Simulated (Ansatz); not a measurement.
```yaml
crystal:
  periodic: [false, false, false]
  atoms:
    - {symbol: C, position_ang: [-1.486025, 0.619028, 0.684000]}
    - {symbol: C, position_ang: [-0.518537, -0.416842, 0.127761]}
    - {symbol: In, position_ang: [1.409491, 0.336927, -0.483754]}
    - {symbol: O, position_ang: [2.657187, -1.045544, -1.215994]}
    - {symbol: H, position_ang: [-1.086524, 1.116151, 1.571565]}
    - {symbol: H, position_ang: [-1.711059, 1.401176, -0.045440]}
    - {symbol: H, position_ang: [-2.439389, 0.163662, 0.971928]}
    - {symbol: H, position_ang: [-0.942212, -0.920612, -0.746418]}
    - {symbol: H, position_ang: [-0.321317, -1.204150, 0.861721]}
    - {symbol: H, position_ang: [2.153919, 1.879674, -0.494442]}
    - {symbol: H, position_ang: [2.284465, -1.929441, -1.230918]}
basis:
  gaussian: {orbitals: def2-mTZVPP, point_charges: [{charge: 1.00, position_ang: [6.022, -0.864, 0.850]}]}
magnetization: {spin_polarized: true, initial_magnetization: 8}
hamiltonian: {xc: {name: SPW92}}
```

```sh
$ ansatz run in.yaml --threads 4 --pin off --events-out ev --progress --plain --max-ram 10444MiB
```

It prints (some lines left out):

```
Functional definition: SPW92
1289 factors; their error is unknown
mean field evaluation 1: about -9329.0608 eV, gradient 4.8e1 eV
mean field evaluation 2: about -9273.1750 eV, gradient 9.2e1 eV
mean field evaluation 4: about -9333.1186 eV, gradient 2.6e1 eV
mean field evaluation 8: about -9340.2664 eV, gradient 5.4e0 eV
mean field evaluation 16: about -9340.4214 eV, gradient 1.5e-1 eV
mean field evaluation 96: about -9340.0444 eV, gradient 1.8e0 eV
mean field -9340.42154840 eV, -343.2541607385 hartree, gradient 1.8e-5 eV, S^2 20.004525; 8 other end points of the search recorded, 0 dependent functions left out
reference -9340.42159668 eV, -343.2541625129 hartree; 28, 20 occupied and 105, 113 virtual orbitals, 1289 factors
Total energy: -9340.42159668 eV, -343.2541625129 hartree
```

(1) What is wrong with this run?

Answers

(1) The spin is set far too high for this molecule. The run converged. The result belongs to that input, not to the molecule as meant.
